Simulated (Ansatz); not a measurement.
Basis sets compared for MnO₃F. Charge 0, multiplicity 1. Geometry B3LYP-D4/def2-SVP. Ansatz on 4 threads of Arm Neoverse V1 on a shared host; times are rough, and most runs start from earlier orbitals.

```xyz
5

Mn    0.039   -0.002    0.026
O     0.019   -1.315    0.844
O     1.256    0.021   -0.929
O     0.069    1.223    0.970
F    -1.382    0.072   -0.910
```

The restricted singlet is unstable towards broken spin symmetry in Hartree–Fock (as tested in another run); at PBE-D4/def2-SVP, PBE-D4/def2-TZVPD, r2SCAN-D4/def2-TZVP, r2SCAN-D4/def2-TZVPD and others this wasn't settled.

Binding counts from free atoms (Mn sextet, O triplet, F doublet) in the same basis, without a counterpoise term.

| level | functions | energy (Eh) | HOMO (eV) | LUMO (eV) | binding per atom (eV) | wall time |
| --- | --- | --- | --- | --- | --- | --- |
| PBE-D4/def2-SVP | 87 | -1475.6115 | -8.47 | -6.14 | 4.18 | 0.85 s |
| PBE-D4/def2-TZVP | 169 | -1476.1745 | -8.60 | -6.21 | 4.10 | 1.5 s |
| r2SCAN-D4/def2-TZVP | 169 | -1476.5121 | -9.04 | -6.43 | 3.60 | 3.5 s |
| PBE0-D4/def2-SVP | 87 | -1475.4583 | -10.36 | -5.78 | 2.88 | 1.2 s |
| PBE0-D4/def2-TZVP | 169 | -1476.0265 | -10.36 | -5.68 | 2.90 | 2.2 s |

**Question.** Estimate the rows for PBE-D4/def2-TZVPD, r2SCAN-D4/def2-TZVPD, PBE0-D4/def2-TZVPD.

**Answer.** 
```json
{"level": "PBE-D4/def2-TZVPD", "functions": "208", "energy (Eh)": "-1476.1782", "HOMO (eV)": "-8.62", "LUMO (eV)": "-6.23", "binding per atom (eV)": "4.09", "wall time": "2.4 s"}
{"level": "r2SCAN-D4/def2-TZVPD", "functions": "208", "energy (Eh)": "-1476.5157", "HOMO (eV)": "-9.02", "LUMO (eV)": "-6.42", "binding per atom (eV)": "3.61", "wall time": "4.9 s"}
{"level": "PBE0-D4/def2-TZVPD", "functions": "208", "energy (Eh)": "-1476.0302", "HOMO (eV)": "-10.36", "LUMO (eV)": "-5.68", "binding per atom (eV)": "2.90", "wall time": "3.6 s"}
```
